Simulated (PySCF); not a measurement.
## BiP⁺: from constants to spectrum

UHF-CCSD(T) constants of BiP⁺, ²Π (doublet), unpaired electrons π ↑ (PySCF, scalar-relativistic core potentials, basis sets Bi cc-pVDZ-PP with ECP60, P cc-pV(D+d)Z; masses 208.9804 and 30.9738 u):

* ωe: 370.0 cm⁻¹
* ωexe: 1.83 cm⁻¹
* Be: 0.10534 cm⁻¹
* αe: 0.000497 cm⁻¹

Q: What force constant and bond length do these constants imply?

A: Reduced mass μred = 26.976 u; k = 5.8918×10⁻⁷·μred·ωe² (u, cm⁻¹, mdyn/Å) = 2.18 mdyn/Å; Re = √(16.8576/(μred·Be)) (u, cm⁻¹, Å) = 2.436 Å.

Q: Estimate the centrifugal constant D from the Kratzer relation and find the Dunham coefficient a1.

A: D = 4Be³/ωe² = 3.42e-08 cm⁻¹; a1 = −1 − αeωe/(6Be²) = -3.76.

Correlated steps freeze 9 core orbitals. Spin–orbit coupling is left out, which matters for elements this heavy, above all for dissociation energies. The CCSD T1 diagnostic is raised, a sign that a single reference may not be enough here. The state was picked by a PBE0 search and need not be the measured ground state.
